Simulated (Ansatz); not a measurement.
ClFH3Si2 (`F[SiH][SiH2]Cl`) radical, relaxed with UKS PBE0-D4/def2-TZVP in the Gaussian-basis code of Ansatz from a PBE-D4/def2-SVP geometry. The force threshold is 0.005 eV/Å; the program also tests the step.

Charge 0, multiplicity 2.

Start:

```xyz
7

F    -1.537   -0.411    1.976
Si   -1.284   -0.535    0.348
Si    0.929    0.056   -0.210
Cl    0.878    0.064   -2.302
H    -2.274    0.380   -0.343
H     1.364    1.415    0.272
H     1.924   -0.968    0.258
```

(1) How much energy does the relaxation release, and in how many steps? (An estimate is asked.)

(2) Which bonds change most? (Estimate.)

(3) Give the relaxed structure. (Estimate.)

## Answers

(1) The calculation gave: 0.05 eV, in 9 steps.

(2) Ansatz gave: F1–Si2 from 1.652 to 1.610 Å; Si3–Cl4 from 2.093 to 2.062 Å; Si2–H5 from 1.514 to 1.492 Å; Si3–H6 from 1.506 to 1.486 Å.

(3) Computed: 
```xyz
7

F    -1.511   -0.423    1.939
Si   -1.282   -0.515    0.349
Si    0.919    0.060   -0.218
Cl    0.925    0.059   -2.279
H    -2.290    0.374   -0.299
H     1.353    1.403    0.249
H     1.886   -0.958    0.259
```
